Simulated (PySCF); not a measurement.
isocyanic acid (CHNO), SMILES C(=N)=O. Atoms are numbered in the order given.

```xyz
4

N     -0.1228    -1.1583     0.0000
C      0.0164     0.0449     0.0000
O      0.0159     1.2074     0.0000
H      0.6342    -1.8201     0.0000
```

Geometry optimised at ωB97X-D3(BJ)/def2-TZVP.

Calculation: B3LYP/pcJ-1 run with PySCF.

Isotropic couplings with Fermi-contact, spin-dipole and both spin-orbit terms, one fixed conformer, no vibrational averaging. Isotopes: 13C, 14N, 1H.

Task: Estimate the spin–spin coupling constants. (An estimate is asked for; the answer gives what the named calculation found.)

Result: 
```
pair   bonds apart  J (Hz)
-----  -----------  ------
N1–C2            1    26.8
N1–H4            1    71.7
C2–H4            2    16.5
```
